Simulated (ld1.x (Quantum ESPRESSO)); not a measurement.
**Before and after: TM semilocal potential for Ta (Z = 73)**

tantalum (Ta), norm-conserving Troullier–Martins (semilocal form), made with ld1.x (Quantum ESPRESSO) 7.5 (PBEsol, scalar-relativistic). Core [Kr] 4d10 4f14, reference 5s2 5p6 5d3 6s0 6p0 (charge +2). Waves: 5s (bound): rc 1.50 bohr; 5p (bound): rc 1.50 bohr; 5d (bound): rc 2.60 bohr. Local part: the d channel. Core correction: Bessel-smoothed model core inside 1.50 bohr.

All-electron outer shells of the reference configuration (PBEsol, scalar-relativistic, ld1.x):

```
shell  level (eV)  outermost node (bohr)  outermost maximum (bohr)
   5s      -88.59                   0.54                      0.98
   5p      -54.98                   0.58                      1.13
   4f      -40.30                      –                      0.44
   6s      -18.37                   1.31                      2.55
   5d      -18.32                   0.65                      1.54
   6p      -12.40                   1.56                      3.23
```

Change: wave 5d (bound): rc 2.60 bohr becomes 5d (bound): rc 3.34 bohr.

Cutoffs: the cutoffs (Ry, on a coarse ladder) from which the occupation-weighted sum of valence levels, in a spherical-Bessel basis at the reference potential, stays within 10 and 1 mRy of its value at 400 Ry; they do not see the model core or the augmentation charge, which bear on the density cutoff. Errors are all-electron minus pseudo energies relative to the spin-unpolarised reference configuration.

How do hardness, ghosts and transferability respond?

The potential gets neither clearly harder nor softer (80 Ry and 120 Ry → 80 Ry and 120 Ry); the s channel sets the loose cutoff, while the largest relative change is in d, which becomes softer; the errors of the 7 common tests hardly move; neither file shows a bound ghost. A semilocal file is local in each channel, so a ghost entry of none says nothing of the separable form that plane-wave codes build from it.

| quantity | base | changed |
| --- | --- | --- |
| cutoff, loose | 80 Ry | 80 Ry |
| cutoff, tight | 120 Ry | 120 Ry |
| loose cutoff by channel (10 mRy a level) | s 55 Ry, p 40 Ry, d 21 Ry | s 55 Ry, p 40 Ry, d 18 Ry |
| bound ghosts | none | none |
| error for 5s2 5p6 5d3 6s2 6p0, meV [ΔE -23.48 eV] | +1081 | +1042 |
| error for 5s2 5p6 5d3 6s1 6p0, meV [ΔE -14.98 eV] | +673 | +657 |
| error for 5s2 5p6 5d2 6s0 6p0, meV [ΔE 23.61 eV] | -20 | +21 |
| error for 5s2 5p6 5d3.5 6s1.5 6p0, meV [ΔE -22.49 eV] | +766 | +719 |
| error for 5s2 5p6 5d3 6s0 6p1, meV [ΔE -9.85 eV] | +53 | +48 |
| error for 5s2 5p6 5d2 6s2 6p1, meV [ΔE -20.45 eV] | +1364 | +1384 |
| error for 5s2 5p6 5d3 6s1 6p1, meV [ΔE -19.26 eV] | +621 | +600 |
